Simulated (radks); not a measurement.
Q: Neutral palladium, [Kr] 4d10. Method: non-relativistic Kohn-Sham, exchange-only LDA, spin-polarised, spherical densities, point nucleus; computed with a radial shooting solver on a logarithmic mesh with Libxc functionals. Every spin shell is full or empty, so the densities are truly spherical. Functionals are evaluated on that one density, not self-consistently. Rank these orbital-free kinetic functionals by their error against the exact value of the orbitals, and give that value: Thomas-Fermi, von Weizsacker, TF + vW, TF + vW/9, TF + vW/5, LC94, APBEK, revAPBEK, Perdew 92, Thakkar, Pearson, LKT, PG1, DePristo-Kress, Ernzerhof.

A: Exact: 4931.01 hartree. From best to worst, with 100 (|E| - |E exact|)/|E exact| (equal figures are ties): LC94 +0.06, DePristo-Kress -0.09, APBEK +0.12, revAPBEK +0.31, Ernzerhof -0.40, Thakkar -0.55, Perdew 92 -0.68, TF + vW/9 -0.69, Pearson -0.95, TF + vW/5 +3.10, Thomas-Fermi -5.43, PG1 +15.55, LKT +19.77, TF + vW +37.24, von Weizsacker -57.33.
